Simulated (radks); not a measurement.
The numbers below are computed, except where a source is named.
Ionisation of Sb, [Kr] 4d10 5s2 5p3, to Sb+, [Kr] 4d10 5s2 5p2, under several functionals. Scalar-relativistic Kohn-Sham, spin-polarised, spherical densities, point nucleus; open shells are filled with parallel spins first (spin-orbit coupling, left out, can overturn this in heavy ions); a radial shooting solver on a logarithmic mesh with Libxc functionals.

functional	E(Sb) (hartree)	Exc (hartree)	IE (eV)	-e(HOMO) (eV)	<r> HOMO (bohr)	IE error (eV)
revPBE	-6481.74580	-170.41742	8.942	5.443	2.874	+0.334
RPBE	-6481.84033	-170.51308	8.945	5.449	2.877	+0.337
LDA (Slater exchange, Perdew-Wang correlation)	-6476.01037	-164.62796	9.044	5.520	2.869	+0.436
OLYP	-6484.03460	-172.83305	8.779	5.252	2.854	+0.171
AM05	-6476.25491	-164.88152	8.940	5.430	2.866	+0.332
exchange-only B88	-6479.57607	-168.20355	8.337	4.896	2.931	-0.272

NIST Atomic Spectra Database: 8.608 eV (measured). Closest: OLYP. The Delta-SCF values span 0.71 eV, the total energies 8.02 hartree. The highest occupied level is 5p. Open shells are spherical and high-spin; term and fine-structure splittings are not resolved. Spin-orbit splitting is averaged out at the scalar-relativistic level.
